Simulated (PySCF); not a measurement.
C3HBrClF, SMILES C(=C(Br)Cl)=CF.

The structure is a stationary point at ωB97X-D3(BJ)/def2-SVP. The structure was generated by enumeration, and PubChem lists no compound with its InChIKey, so it may never have been made.

Calculation: TDA-PBE/def2-SVPD run with PySCF 2.14.0.

Vertical excitations. The molecule is in vacuum.

### Question
Give excitation energies, oscillator strengths and character. (The exact figures need the calculation; the answer reports its results.)

### Answer

```json
[
 {"state": "S1", "energy (eV)": "4.45", "λ (nm)": "278", "f": "0.000", "main pairs": "HOMO→LUMO 98 %"},
 {"state": "S2", "energy (eV)": "4.76", "λ (nm)": "260", "f": "0.000", "main pairs": "HOMO−1→LUMO+1 98 %"},
 {"state": "S3", "energy (eV)": "5.03", "λ (nm)": "247", "f": "0.003", "main pairs": "HOMO−1→LUMO 54 %, HOMO−1→LUMO+2 16 %, HOMO→LUMO+1 14 %, HOMO−2→LUMO 10 %"},
 {"state": "S4", "energy (eV)": "5.15", "λ (nm)": "241", "f": "0.000", "main pairs": "HOMO→LUMO+2 96 %"},
 {"state": "S5", "energy (eV)": "5.29", "λ (nm)": "234", "f": "0.001", "main pairs": "HOMO−1→LUMO+2 63 %, HOMO−2→LUMO 33 %"},
 {"state": "S6", "energy (eV)": "5.50", "λ (nm)": "225", "f": "0.001", "main pairs": "HOMO−2→LUMO+1 98 %"},
 {"state": "S7", "energy (eV)": "5.56", "λ (nm)": "223", "f": "0.074", "main pairs": "HOMO→LUMO+1 41 %, HOMO−2→LUMO 25 %, HOMO−3→LUMO+1 18 %"},
 {"state": "S8", "energy (eV)": "5.70", "λ (nm)": "218", "f": "0.000", "main pairs": "HOMO−3→LUMO 96 %"},
 {"state": "S9", "energy (eV)": "5.99", "λ (nm)": "207", "f": "0.009", "main pairs": "HOMO−3→LUMO+1 52 %, HOMO−4→LUMO 16 %, HOMO→LUMO+1 8 %"},
 {"state": "S10", "energy (eV)": "6.22", "λ (nm)": "199", "f": "0.001", "main pairs": "HOMO−4→LUMO+1 98 %"},
 {"state": "T1", "energy (eV)": "3.80", "λ (nm)": "327", "f": "0", "main pairs": "HOMO→LUMO+1 85 %"},
 {"state": "T2", "energy (eV)": "3.95", "λ (nm)": "314", "f": "0", "main pairs": "HOMO−1→LUMO 80 %, HOMO→LUMO+1 12 %"},
 {"state": "T3", "energy (eV)": "4.10", "λ (nm)": "302", "f": "0", "main pairs": "HOMO→LUMO 99 %"},
 {"state": "T4", "energy (eV)": "4.46", "λ (nm)": "278", "f": "0", "main pairs": "HOMO−1→LUMO+1 97 %"}
]
```
Triplets are in the Tamm–Dancoff approximation.
